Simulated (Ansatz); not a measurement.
boric acid (BH₃O₃), SMILES OB(O)O.

Coordinates come from a PBE0-D3(BJ)/def2-SVP optimisation. Other conformers were not sampled.

Two levels are set side by side: PBE/def2-SVPD (Ansatz, a first-principles code) and PBE0/def2-SVPD (Ansatz). Energy differences of separate SCF runs at the same geometry; the states with an electron removed or added have multiplicity 2 and 2. Differences are taken from unrounded values.

| quantity | PBE0 | PBE | PBE minus PBE0 |
|---|---|---|---|
| vertical ionisation energy (eV) | 11.94 | 11.51 | -0.43 |
| vertical singlet–triplet gap (eV) | 7.55 | 7.03 | -0.52 |
